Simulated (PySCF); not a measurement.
This PySCF input asks for the NMR shieldings of `C[C@H](/C=C/CCF)B(F)F`, C₆H₁₀BF₃; the geometry comes from GFN2-xTB.

```python
import basis_set_exchange as bse
import numpy as np
from pyscf import gto, dft
from pyscf.prop import nmr

atoms = """
C    -2.683864    0.771003    0.761431
C    -1.606920   -0.297859    0.529903
C    -0.350658    0.339436   -0.016125
C     0.869716    0.108719    0.439600
C     2.108165    0.741725   -0.109706
C     3.056247   -0.322388   -0.655890
F     4.204104    0.265517   -1.129819
B    -2.022297   -1.406965   -0.530533
F    -2.874157   -1.196972   -1.511479
F    -1.474915   -2.606074   -0.547319
H    -2.308515    1.540672    1.431376
H    -3.571149    0.325816    1.203783
H    -2.967607    1.234445   -0.179767
H    -1.356412   -0.771665    1.483872
H    -0.505677    1.025257   -0.838051
H     1.021597   -0.580942    1.259584
H     2.628688    1.289731    0.680889
H     1.858553    1.443938   -0.906697
H     2.607112   -0.866580   -1.492847
H     3.362841   -1.026136    0.124758
"""
names = dict.fromkeys(["C", "F", "B", "H"], "pcSseg-1")
basis = {el: gto.basis.parse(bse.get_basis(n, elements=[el], fmt="nwchem")) for el, n in names.items()}
mol = gto.M(atom=atoms, basis=basis, charge=0, verbose=0)
mf = dft.RKS(mol, xc="PBE0")
mf.grids.level = 2
mf.grids.alignment = dft.numint.BLKSIZE   # the property module wants whole blocks of grid points
mf.conv_tol = 1e-9
mf.kernel()

calc = nmr.RKS(mf)   # GIAO
C = mf.mo_coeff
Co = C[:, mf.mo_occ > 0]
resp = mf.gen_response(singlet=True, hermi=2)
def vind(x):   # induced exchange potential for any number of trial vectors
    d = np.einsum("pi,xij,qj->xpq", C, 2 * x.reshape(-1, C.shape[1], Co.shape[1]), Co, optimize=True)
    return np.einsum("xpq,pi,qj->xij", resp(d - d.transpose(0, 2, 1)), C, Co, optimize=True).ravel()
mo1, _ = nmr.rhf.solve_mo1(calc, with_cphf=vind)
sigma = calc.kernel(mo1)
for i, s in enumerate(sigma):   # ppm
    print("%2d %-2s %9.2f" % (i, mol.atom_pure_symbol(i), np.trace(s) / 3))
```

Q: What are the results?

A: 
```
 0 C     170.13
 1 C     155.81
 2 C      45.87
 3 C      52.74
 4 C     146.05
 5 C     100.47
 6 F     413.88
 7 B      74.02
 8 F     250.25
 9 F     243.80
10 H      30.70
11 H      30.54
12 H      30.39
13 H      29.66
14 H      26.10
15 H      25.97
16 H      28.96
17 H      29.24
18 H      27.22
19 H      27.00
```

These numbers come from an equivalent density-fitted implementation of the same equations, which agrees with the script to about 0.01 ppm for H and up to a few tenths of a ppm for heavy atoms, so last digits may differ.

Size and cost of the density-fitted run: 220 basis functions, 81 s wall time on 1 thread of an Arm Neoverse N1, shared host; peak memory 0.97 GiB.
